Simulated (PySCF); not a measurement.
# Bi (bismuth, neutral) across methods

[Xe] 4f14 5d10 6s1 6p3 6d1, high-spin 6D determinant (an excited configuration). All numbers are calculated (PySCF 2.14, scalar relativity by spin-free X2C-1e, in aug-cc-pVTZ-DK3).

```csv
method,E (hartree),mean ε 6s α (eV),mean ε 6p α (eV),mean ε 6d α (eV),Σ⟨r²⟩ (bohr²),⟨S²⟩
M06-2X,-21535.03,-23.172,-10.491,-0.850,92.27,8.753
PBE,-21532.88,-18.660,-8.048,-0.196,93.31,8.752
BHandHLYP,-21532.51,-22.226,-10.022,-0.728,93.13,8.752
PBE0,-21532.57,-20.609,-9.209,-0.586,92.90,8.753
r2SCAN,-21532.79,-19.546,-8.529,-0.132,93.08,8.755
UHF,-21526.62653,-25.613,-12.150,-1.535,93.12,8.757
```

(1) Estimate the same row for LDA.

Spin-orbit coupling is strong in this species (close to jj coupling), so the high-spin LS determinant is a model state, not a physical level. The outer electron is Rydberg-like, and this basis confines it to a smaller radius and binds it less than a complete one would.

Answers

(1) E (hartree) = -21519.83; mean ε 6s α (eV) = -18.871; mean ε 6p α (eV) = -8.174; mean ε 6d α (eV) = -0.171; Σ⟨r²⟩ (bohr²) = 93.12; ⟨S²⟩ = 8.752.
